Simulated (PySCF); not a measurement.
## Finite-field polarisability of Bi (bismuth, neutral)

[Xe] 4f14 5d10 6s2 6p3, high-spin 4S determinant. Calculation: PySCF 2.14, in x2c-TZVPPall with one added diffuse shell each of s, p, d, f type (12s8p7d4f, 99 functions); scalar relativity by spin-free X2C-1e. Frozen: [Xe] 4f14 5d10. Energy changes in a uniform field (μhartree):

```csv
axis,F (au),HF,MP2,CCSD,CCSD(T)
x,0.002,-99.015,-99.869,-100.196,-100.410
x,0.004,-396.424,-399.841,-401.155,-402.011
```

Problem. Derive α along x at CCSD(T) from the two fields.

Solution. With ΔE = −αF²/2 − γF⁴/24, α = −(16 ΔE(F) − ΔE(2F))/(6F²) = 50.19 bohr³.

Problem. And the mean polarisability at each level?

Solution. HF 49.49, MP2 49.92, CCSD 50.08, CCSD(T) 50.19 bohr³. Reference: 48 ± 4 bohr³ (recommended; Schwerdtfeger and Nagle, table of static dipole polarizabilities (2023 update)).

Spin-orbit coupling is strong in this species (close to jj coupling), so the high-spin LS determinant is a model state, not a physical level.
